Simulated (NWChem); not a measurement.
# Cs, doublet

Results from NWChem. Spin-unrestricted. No stability test was run on the SCF state. def2 effective core potentials on Cs; no spin-orbit coupling. Total energies compare along this basis series because the functional is fixed.

```json
[
 {"level": "CAM-B3LYP/def2-SVP", "basis functions": "24", "energy (Ha)": "-20.1101", "highest occupied level (eV)": "-3.28", "lowest empty minus highest occupied level, either spin (eV)": "2.35"},
 {"level": "CAM-B3LYP/def2-SVPD", "basis functions": "27", "energy (Ha)": "-20.1101", "highest occupied level (eV)": "-3.28", "lowest empty minus highest occupied level, either spin (eV)": "2.35"},
 {"level": "CAM-B3LYP/def2-TZVP", "basis functions": "29", "energy (Ha)": "-20.1101", "highest occupied level (eV)": "-3.28", "lowest empty minus highest occupied level, either spin (eV)": "2.35"},
 {"level": "CAM-B3LYP/def2-TZVPD", "basis functions": "32", "energy (Ha)": "-20.1101", "highest occupied level (eV)": "-3.28", "lowest empty minus highest occupied level, either spin (eV)": "2.36"},
 {"level": "CAM-B3LYP/def2-TZVPP", "basis functions": "36", "energy (Ha)": "-20.1101", "highest occupied level (eV)": "-3.28", "lowest empty minus highest occupied level, either spin (eV)": "2.35"},
 {"level": "CAM-B3LYP/def2-QZVP", "basis functions": "48", "energy (Ha)": "-20.1104", "highest occupied level (eV)": "-3.28", "lowest empty minus highest occupied level, either spin (eV)": "2.36"}
]
```
